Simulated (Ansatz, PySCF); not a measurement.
System: sum formula HPO, net charge 0, singlet state. 
Geometry from a B3LYP-D3(BJ)/def2-TZVP (Ansatz, a program for electronic structure) optimisation:
```xyz
3

P     -0.0445    -0.0418    -0.4790
O     -0.0789     0.0248     1.0025
H      1.2993     0.4287    -0.8354
```
Charge 0, spin multiplicity 1.

Wanted: atomisation energy (electronic, to ground-state atoms), in eV. Cores are frozen in the correlated levels unless marked. UHF or UKS for open shells. No spin-orbit coupling. Non-relativistic. The coupled-cluster limit lacks core correlation, which all-electron functionals hold. Basis-set limits of correlation are two-point, X^-3; Hartree-Fock from the larger set (for Q and 5 zeta extrapolated as (X+1)exp(-9√X)).

The Hartree-Fock reference is unstable (checked in the largest basis), which strains HF and MP2. 

| level | program | atomisation energy (eV) |
|---|---|---|
| PBE/def2-TZVPD | Ansatz | 9.54 |
| BP86-D4/def2-TZVPD | PySCF + dftd4 | [?] |
| TPSSh-D4/def2-TZVPD | PySCF + dftd4 | 9.08 |
| B2GP-PLYP-D3(BJ)/def2-TZVPD | Ansatz + dftd3 | [?] |
| SCS-MP2/cc-pV(D+d)Z | Ansatz | 7.88 |
| CCSD(T)/CBS(cc-pV(Q+d)Z,cc-pV(5+d)Z) | Ansatz | 9.23 |

**Question.** Fill in the missing entries.

**Answer.** 
- BP86-D4/def2-TZVPD, atomisation energy (eV): 9.77
- B2GP-PLYP-D3(BJ)/def2-TZVPD, atomisation energy (eV): 9.03
